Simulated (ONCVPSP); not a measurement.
La: one change to an ONCV potential, before and after

```json
{
 "Element": "La",
 "Generator": "ONCVPSP 4.0.1",
 "Type": "optimised norm-conserving Vanderbilt (ONCV)",
 "Functional": "PBE",
 "Relativity": "fully relativistic",
 "Frozen core": "[Kr] 4d10",
 "Valence charge": "11",
 "Reference configuration": "5s2 5p6 5d1 6s2",
 "Partial waves": "5s+6s: rc 2.45 bohr, ncon 4, nbas 8, qcut 5.2 1/bohr, 2 projectors; 5p: rc 2.25 bohr, ncon 4, nbas 9, qcut 6.6 1/bohr, 2 projectors, debl 1.7 Ha; 5d: rc 2.40 bohr, ncon 5, nbas 9, qcut 4 1/bohr, 2 projectors, debl 1.1 Ha; f scattering state at 0.17 Ha: rc 2.10 bohr, ncon 4, nbas 8, qcut 6.2 1/bohr, 2 projectors, debl 3.1 Ha",
 "Local potential": "polynomial inside 1.60 bohr (lpopt 5, dvloc0 2 Ha)",
 "Core correction": "polynomial model core, fcfact 0.7"
}
```

Open shells are filled in proportion to 2j + 1.

In the f channel the program set the typed energies aside and used -0.155, 2.945 Ha (j = l + 1/2; the other j can differ).

Change: all radii but the core radius scaled by about 1.31 (s 3.20, p 2.94, d 3.14, f 2.74 bohr); local potential polynomial inside 2.10 bohr (lpopt 5, dvloc0 2 Ha).

Cutoffs: the cutoffs (Ha) at which the residual kinetic energy of the hardest occupied pseudo-wave falls to 1 and 0.1 mHa per electron; they do not see the model core or the augmentation charge, which bear on the density cutoff. Errors are all-electron minus pseudo energies relative to the spin-unpolarised reference configuration.

Question: How do hardness, ghosts and transferability respond?

Answer: The potential gets softer (13 Ha and 16 Ha → 8.7 Ha and 12 Ha); of the 4 tests that both files solve, the error grows in 4 and shrinks in 0 by more than 15 % and 0.3 meV (median size 3.0 → 6.4 meV); neither file shows a bound ghost. A larger radius leaves more room for a smooth pseudo-wave, so fewer plane waves are needed. More of the atom is replaced by a form fitted at one configuration, so other configurations suffer.

| quantity | base | changed |
| --- | --- | --- |
| cutoff, loose | 13 Ha | 8.7 Ha |
| cutoff, tight | 16 Ha | 12 Ha |
| loose cutoff by channel | s 9.0 Ha, p 13 Ha, d 5.8 Ha | s 5.9 Ha, p 8.7 Ha, d 5.7 Ha |
| bound ghosts | none | none |
| GHOST(+) flags under 300 eV | s at 77.6 eV | none |
| error for 5s2 5p6 5d1 6s1, meV [ΔE 5.97 eV] | -0.6 | -1.0 |
| error for 5s2 5p6 5d1 6s0, meV [ΔE 16.85 eV] | -4.2 | -6.5 |
| error for 5s2 5p6 5d0 6s0, meV [ΔE 35.79 eV] | +1.9 | +10 |
| error for 5s2 5p6 5d2 6s1, meV [ΔE 0.80 eV] | -4.2 | -6.4 |
| rms error of d²Exc/dni dnj with the model core, mHa | 2.33 | 2.19 |

Base: The cutoffs count occupied waves only; projector 2 of the f channel, the hardest unoccupied one, needs 78 Ha at the loose tolerance. Changed file: The cutoffs count occupied waves only; projector 2 of the f channel, the hardest unoccupied one, needs 27 Ha at the loose tolerance.
